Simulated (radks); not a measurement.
Values are calculated unless marked as measured or tabulated.
Coulomb parameter of the 4f shell of the samarium ion Sm+ in the model configuration [Xe] 4f6 6s1, as a second difference U = [E(n + 0.25) + E(n - 0.25) - 2 E(n)] / (0.25)^2 with all orbitals relaxed. "Bare": the charge of the atom changes with n. "Screened": the 6s shell takes up the change at fixed total charge, which measures U(4f,4f) + U(6s,6s) - 2 U(4f,6s). Level of theory: scalar-relativistic Kohn-Sham, PBE, spin-unpolarised, spherical densities, point nucleus (a radial shooting solver on a logarithmic mesh with Libxc functionals).

[
 {"case": "start", "configuration": "[Xe] 4f6 6s1", "E - E(n) (eV)": "0.000"},
 {"case": "bare +0.25", "configuration": "[Xe] 4f6.25 6s1", "E - E(n) (eV)": "-1.739"},
 {"case": "bare -0.25", "configuration": "[Xe] 4f5.75 6s1", "E - E(n) (eV)": "2.585"},
 {"case": "screened +0.25", "configuration": "[Xe] 4f6.25 6s0.75", "E - E(n) (eV)": "0.117"},
 {"case": "screened -0.25", "configuration": "[Xe] 4f5.75 6s1.25", "E - E(n) (eV)": "0.220"}
]

U(bare) = 13.541 eV, U(screened by 6s) = 5.385 eV, against the Slater integral F0(4f,4f) = 25.742 eV with frozen orbitals.
